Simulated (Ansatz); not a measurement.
Ansatz (a quantum-chemistry and plane-wave program) input (PBE0/6-311+G**): A basis named .json is the Basis Set Exchange file of that set (core-valence sets with the plain set on hydrogen).

Ansatz 0.2 input:
```yaml
crystal:
  periodic: [false, false, false]
  atoms:
    - {symbol: C, position_ang: [-0.74598462, 0.07954784, 0.23255547]}
    - {symbol: F, position_ang: [0.73298763, -0.10811036, -0.07052530]}
    - {symbol: H, position_ang: [-0.92133566, 1.08748682, -0.22113066]}
    - {symbol: H, position_ang: [-1.19964527, -0.59178060, -0.53947446]}
basis:
  gaussian:
    orbitals: 6-311+G__.json
hamiltonian:
  xc: {name: PBE0}
total_charge: -1
magnetization: {spin_polarized: false}
```

Output:

```
Functional definition: PBE0
integrals: 0.01 GiB planned
451 factors; their error is unknown
mean field: 0.10 GiB planned
mean field evaluation 1: about -3775.0313 eV, gradient 6.2e1 eV
mean field evaluation 2: about -3767.6595 eV, gradient 9.8e1 eV
mean field evaluation 4: about -3781.5259 eV, gradient 3.4e0 eV
mean field evaluation 8: about -3781.5498 eV, gradient 1.6e-2 eV
mean field -3781.54984267 eV, -138.9693934916 hartree, gradient 1.5e-5 eV, S^2 0.000000; 0 other end points of the search recorded, 0 dependent functions left out
reference -3781.54987426 eV, -138.9693946524 hartree; 9, 9 occupied and 47, 47 virtual orbitals, 451 factors
Total energy: -3781.54987426 eV, -138.9693946524 hartree
```
